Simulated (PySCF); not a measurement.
Cu⁺: interval between two levels

Cu⁺ [Ar] 3d10 → Cu⁺ [Ar] 3d9 4p1 [3F4, M_J = 4], as a difference of total energies. All numbers are calculated (PySCF 2.14, the two-component X2C-1e Hamiltonian, in x2c-TZVPall-2c (6s7p4d1f, 54 functions)). Correlated levels: [Ne] frozen; the 6 highest virtual spinors dropped. "Screened" scales the spin-orbit matrix elements by Boettger's factors to mimic the two-electron term; Breit and QED terms are absent.

```tsv
method	interval between two levels (cm⁻¹)
GHF (spin-free)	50058
GMP2 (spin-free)	76993
GHF (screened spin-orbit)	49437
GMP2 (screened spin-orbit)	76395
```

Errors of the correlated levels include the incompleteness of this basis and the frozen core.

The labels give the starting determinants; with spin-orbit coupling the two ends relaxed to ⟨J²⟩ = 0.00, ⟨L²⟩ = 0.00, ⟨S²⟩ = 0.00 and ⟨J²⟩ = 20.01, ⟨L²⟩ = 12.01, ⟨S²⟩ = 2.00.

For comparison: 68731 cm⁻¹ (measured; NIST Handbook of Basic Atomic Spectroscopic Data (Sansonetti and Martin, J. Phys. Chem. Ref. Data 34, 1559 (2005))).
